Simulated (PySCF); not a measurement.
**A small calculation by hand: dipole moment from atomic charges**

(Z)-1-bromo-2-chloroethene (C₂H₂BrCl), SMILES Cl/C=C\Br. Atoms are numbered in the order given.

```xyz
6

Cl     0.5566     2.1066     0.0000
C     -0.9771     1.3145     0.0000
C     -1.1640    -0.0071     0.0000
Br     0.2111    -1.2921     0.0000
H     -1.8339     1.9926     0.0000
H     -2.1717    -0.4256     0.0000
```
Charge 0, spin multiplicity 1.

The structure is a stationary point at B3LYP-D3(BJ)/def2-SVP.

Charges (e) from PBE/def2-TZVPD (PySCF):

```csv
atom,ESP fit,IAO
Cl1,-0.022,0.013
C2,-0.154,-0.189
C3,-0.187,-0.247
Br4,-0.009,0.052
H5,0.184,0.184
H6,0.187,0.186
```

The dipole moment of the full density is 1.65 D.

Task: What dipole moment does each set of point charges give, and which comes closer to that of the density?

Result: 
μ = Σ q r, and 1 e Å = 4.8032 D.
ESP fit: Σ q r = (-0.390, 0.051, 0.000) e Å, |μ| = 1.89 D.
IAO: Σ q r = (-0.251, 0.001, 0.000) e Å, |μ| = 1.21 D.
ESP fit comes closer in size. Point charges leave out the atoms' own dipoles (lone pairs, polarised bonds); fits to the potential absorb them, partitions of the density don't.
